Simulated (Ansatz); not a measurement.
Consider the hydrogenolysis of the Si–Se bond: `[SeH][SiH]1[NH][AlH]1` + H₂ → `[NH]1[AlH][SiH2]1` + H₂Se.

Isolated molecules relaxed with PBE0-D4/def2-TZVP in Ansatz; ΔE leaves out vibrations. CCSD(T)/CBS adds triple-zeta CCSD(T) − MP2 to the extrapolated MP2 energy (def2 sets, frozen cores). This one scheme is used for every species. DFT in def2-TZVPP. For Se outer-core shells are correlated without core-valence functions, which leaves a few kJ/mol of doubt a bond. Scalar relativity is left out up to krypton. One conformer a species, not always the lowest.

CCSD(T)/CBS gives +14.5 kcal/mol.

Problem. Another level gave +12.9 kcal/mol. Which?
A. CCSD(T)/def2-TZVPP
B. r2SCAN/def2-TZVPP
C. LC-ωPBE/def2-TZVPP
D. revPBE-D4/def2-TZVPP

Solution. A. CCSD(T)/def2-TZVPP 12.9, LC-ωPBE 11.6, r2SCAN 14.6, revPBE-D4 16.1 kcal/mol.

Largest T1 diagnostic among the species: 0.015.

Leaving LDA and LC-ωPBE aside and taking each functional with its dispersion term where it has one, the values, not all of them listed here, spread over 4.5 kcal/mol, from CAM-B3LYP-D4 to revPBE-D4. The D4 term adds +2.6 kcal/mol with B3LYP and +1.4 kcal/mol with PBE0; it sums over pairs of atoms, weighted by their polarisabilities, and B3LYP, whose exchange is more repulsive, gets the larger term. From r2SCAN to r2SCAN0 (25 % exact exchange), in def2-TZVPP and without D4, ΔE moves by −0.7 kcal/mol.

B3LYP here is the variant with VWN-RPA as its local correlation; programs differ in this.
